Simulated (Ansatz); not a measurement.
Relaxation of FGeH4NOSi (9 atoms, charge 0, multiplicity 1), to a largest force component of 0.015 eV/Å in at most 40 steps.

Computed with RKS PBE-D4/def2-SVP in Ansatz.

```xyz
9
Properties=species:S:1:pos:R:3
N 0.866 1.413 -0.951
Ge 0.334 -0.317 -0.637
F 1.040 -1.528 -1.682
O 0.822 -0.700 1.071
Si -0.944 -0.813 1.200
H 0.172 2.068 -0.397
H 0.624 1.650 -1.962
H -1.442 0.365 1.950
H -1.385 -2.184 1.389
```

Task: Where does it end, and by what steps?

Result: The run converged. After 8 steps the energy has fallen by 0.493 eV; H8 moved furthest, 0.53 Å.

| step | energy less start (eV) | largest force component (eV/Å) | accepted |
| --- | --- | --- | --- |
| 0 | 0.0000 | 1.921 | yes |
| 1 | -0.3541 | 0.944 | yes |
| 2 | -0.4500 | 0.346 | yes |
| 3 | -0.4582 | 0.600 | yes |
| 4 | -0.4899 | 0.232 | yes |
| 5 | -0.4929 | 0.073 | yes |
| 6 | -0.4933 | 0.030 | yes |
| 7 | -0.4930 | 0.046 | no |
| 8 | -0.4935 | 0.007 | yes |

```xyz
9
Properties=species:S:1:pos:R:3
N 0.925 1.415 -1.114
Ge 0.163 -0.168 -0.587
F 0.864 -1.320 -1.720
O 0.744 -0.535 1.179
Si -0.917 -0.900 1.299
H 0.544 2.230 -0.619
H 0.836 1.572 -2.125
H -1.760 -0.005 2.167
H -1.311 -2.336 1.503
```

Whether the end is a true minimum wasn't checked by a vibrational analysis.

Time of the run: 25 s on 2 threads of Arm Neoverse V1 (shared host), peak memory 0.18 GiB.
